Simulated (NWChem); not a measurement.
System: CH₃BeF; SMILES [CH3][Be][F]

```xyz
6

Be    -0.0004     0.1478     0.0000
F     -0.0008     1.5382     0.0000
C      0.0001    -1.5197     0.0000
H      0.3857    -1.9305    -0.9488
H     -1.0143    -1.9308     0.1406
H      0.6291    -1.9304     0.8083
```
Atoms are numbered in this order, from 1.

The geometry was optimised at PBE0/def2-SVP. B3LYP is NWChem's, with the RPA form of VWN correlation.

List the 4 lowest vertical singlet excitations from B3LYP/def2-SVPD, TDA (NWChem).


```tsv
state	energy (eV)	oscillator strength	leading excitation (squared amplitude)
S1	7.59	0.130	HOMO → LUMO (0.97)
S2	8.02	0.069	HOMO → LUMO+1 (0.97)
S3	8.02	0.069	HOMO → LUMO+2 (0.97)
S4	8.77	0.000	HOMO → LUMO+3 (0.96)
```
